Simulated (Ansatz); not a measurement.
V, quartet; BLYP/STO-3G (Ansatz, an electronic-structure program).

Here is a job for Ansatz.
Ansatz 0.2 input:
```yaml
crystal:
  periodic: [false, false, false]
  atoms:
    - {symbol: V, position_ang: [0.00000000, 0.00000000, 0.00000000]}
basis:
  gaussian:
    orbitals: STO-3G
hamiltonian:
  xc: blyp
magnetization: {spin_polarized: true, initial_magnetization: 3}
accuracy: high
```

**Question.** What does Ansatz print? Leave out banner, timings and long lists.

**Answer.** 
```
Functional definition: BLYP
140 factors; integrals over basis functions are off by at most 4.1e-9 eV
mean field evaluation 1: about -25410.9886 eV, gradient 4.6e0 eV
mean field evaluation 2: about -25411.0055 eV, gradient 9.3e0 eV
mean field evaluation 4: about -25411.7469 eV, gradient 3.9e0 eV
mean field evaluation 8: about -25412.2096 eV, gradient 6.3e-1 eV
mean field evaluation 16: about -25412.2135 eV, gradient 2.1e-8 eV
mean field evaluation 32: about -25412.2133 eV, gradient 6.0e-4 eV
mean field evaluation 64: about -25412.2135 eV, gradient 1.4e-2 eV
mean field evaluation 96: about -25409.2475 eV, gradient 7.0e0 eV
mean field evaluation 128: about -25412.2131 eV, gradient 4.1e-2 eV
mean field -25412.21349616 eV, -933.8816209668 hartree, gradient 1.1e-8 eV, S^2 3.750040; 11 other end points of the search recorded, 0 dependent functions left out
reference -25412.21352490 eV, -933.8816220231 hartree; 13, 10 occupied and 5, 8 virtual orbitals, 140 factors
Total energy: -25412.21352490 eV, -933.8816220231 hartree
```
